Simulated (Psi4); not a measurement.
C2H5S (SMILES C[CH-]S), charge -1, singlet, at a GFN2-xTB geometry (a gas-phase anion, which may not be bound at this level). Base run: Psi4 1.11 with HF/def2-SV(P).

The Psi4 input:
```
memory 2 GB

molecule {
-1 1
C     1.52434303    0.56093113    0.31490785
C     0.04453370    0.87676947    0.10016236
S    -0.85537500   -0.67174547   -0.23650192
H    -1.44275204   -0.78543274    0.97497304
H    -0.04239817    1.42199110   -0.87086914
H     2.05346159    1.50095317    0.52444131
H     1.64604989   -0.08913262    1.18939805
H     2.05837829    0.07334497   -0.52433387
}

set {
  basis def2-sv(p)
  stability_analysis check
  scf_type pk
}

energy('scf')
print_variables()
```

The bond that is stretched is that between atoms 7 and 1. A test that says stable can miss a lower solution.

Variants of this job, named by their change:

```csv
change,ΔE vs base (mEh),<S^2>
base,0.000,0.000
stability_analysis = follow; reference = uhf,0.000,0.000
bond × 1.25,27.921,0.000
stability_analysis = follow; reference = uhf; bond × 1.25,27.921,0.000
bond × 1.5,73.525,0.000
stability_analysis = follow; reference = uhf; bond × 1.5,73.525,0.000
bond × 1.8,121.5,0.000
stability_analysis = follow; reference = uhf; bond × 1.8,109.8,0.546
bond × 2.2,166.9,0.000
stability_analysis = follow; reference = uhf; bond × 2.2,125.3,0.865
bond × 3.0,212.8,0.000
stability_analysis = follow; reference = uhf; bond × 3.0,131.0,0.996
```

Psi4 reported an instability in these rows: stability_analysis = follow; reference = uhf; bond × 1.8; stability_analysis = follow; reference = uhf; bond × 2.2; stability_analysis = follow; reference = uhf; bond × 3.0 (restricted rows aren't judged here).

A gas-phase anion may not be bound at this level; its values then depend on the basis.

Where a bond breaks into two radicals, a solution with restricted orbitals usually stops being the lowest and lies too high; an unrestricted one lies lower at the price of spin contamination, which <S^2> shows.
